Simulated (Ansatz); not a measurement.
Ansatz (an electronic-structure program) input (MP2/6-31G* with LANL2DZ past Ar): The .json file joins the Basis Set Exchange's 6-31G* for atoms up to Ar and LANL2DZ past it.

Ansatz 0.2 input:
```yaml
crystal:
  periodic: [false, false, false]
  atoms:
    - {symbol: In, position_ang: [-0.00000000, -0.00000000, -0.03780298]}
    - {symbol: H, position_ang: [0.00000000, 0.00000000, 1.85234582]}
basis:
  gaussian:
    orbitals: 6-31Gs+LANL2DZ.json
total_charge: 1
magnetization: {spin_polarized: true, initial_magnetization: 1}
correlation: {method: mp2, electrons: outside_noble_gas}
relax: {f_tol: 0.003, max_steps: 120}
```

**Question.** Predict the final energy.

**Answer.** -2.10344 Eh.
